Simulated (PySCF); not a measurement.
Compound: Nb(CH2)Br3, CH2Br3Nb (singlet state).
Bonds: Nb1–C2, Nb1–Br5, Nb1–Br6, Nb1–Br7. Hydrogens: H3, H4 on C2.

Computed by this run: PySCF, PBE0-D3(BJ)/def2-SVP geometry optimisation, gas phase, def2 core potentials past Kr; density fitting, grid level 1; the optimiser is geomeTRIC in internal coordinates, started from a GFN2-xTB structure with every atom displaced at random (about 0.03 Å).

Step 2: E = -212711.2815 eV
```
atom  x, y, z in Å  |  force x, y, z in eV/Å
Nb1     0.0384    0.0462   -0.6922   -0.029   0.003   0.198
C2      0.0556   -0.0103    1.2009    0.028   0.047  -0.464
H3     -0.7758    0.3393    1.8286   -0.048  -0.006   0.002
H4      0.9183   -0.4229    1.7409    0.120  -0.078   0.043
Br5     2.3362   -0.0280   -1.4766   -0.189   0.048   0.059
Br6    -1.3275    1.9618   -1.2867    0.068  -0.071   0.076
Br7    -1.1532   -1.9880   -1.3835    0.050   0.057   0.087
```

Step 3: E = -212711.2891 eV
```
atom  x, y, z in Å  |  force x, y, z in eV/Å
Nb1     0.0367    0.0482   -0.6959   -0.123   0.058   0.083
C2      0.0614   -0.0116    1.1871    0.123  -0.013  -0.133
H3     -0.7835    0.3368    1.8001    0.011  -0.023  -0.002
H4      0.9205   -0.4350    1.7340   -0.036   0.008  -0.021
Br5     2.3254   -0.0199   -1.4635   -0.013   0.028  -0.023
Br6    -1.3203    1.9719   -1.2769    0.053  -0.041   0.052
Br7    -1.1484   -1.9923   -1.3535   -0.013  -0.018   0.043
```

Q: Estimate the geometry and energy of step 4. (The exact step hangs on the optimiser's Hessian estimate; all steps are aligned on step 3, rigid shifts and turns removed.)

A: E = -212711.2849 eV, largest force 0.134 eV/Å
```
atom  x, y, z in Å  |  force x, y, z in eV/Å
Nb1     0.0299    0.0542   -0.7063   -0.081  -0.035  -0.042
C2      0.0764   -0.0141    1.1635    0.069  -0.026   0.112
H3     -0.8006    0.3230    1.7384    0.048  -0.012   0.033
H4      0.9140   -0.4541    1.7261   -0.049   0.033   0.029
Br5     2.3160    0.0041   -1.4502    0.099  -0.022  -0.064
Br6    -1.2971    1.9959   -1.2536   -0.017   0.059  -0.040
Br7    -1.1467   -2.0111   -1.2864   -0.070   0.004  -0.028
```

The energy changes by +0.0042 eV. The first-order estimate −F·Δx gives -0.0110 eV and the mean of the old and new forces, exact on a quadratic surface, -0.0014 eV. The step makes an angle of 69° with the force vector and moves no atom by more than 0.070 Å. The energy falls at the start of this step and ends higher, so the step passed the lowest point of its straight line.

The cost below is that of the whole optimisation. On one thread, Arm Neoverse V2 (aarch64) (shared host), this took 3.5 min wall and 0.73 GiB of memory at its peak.
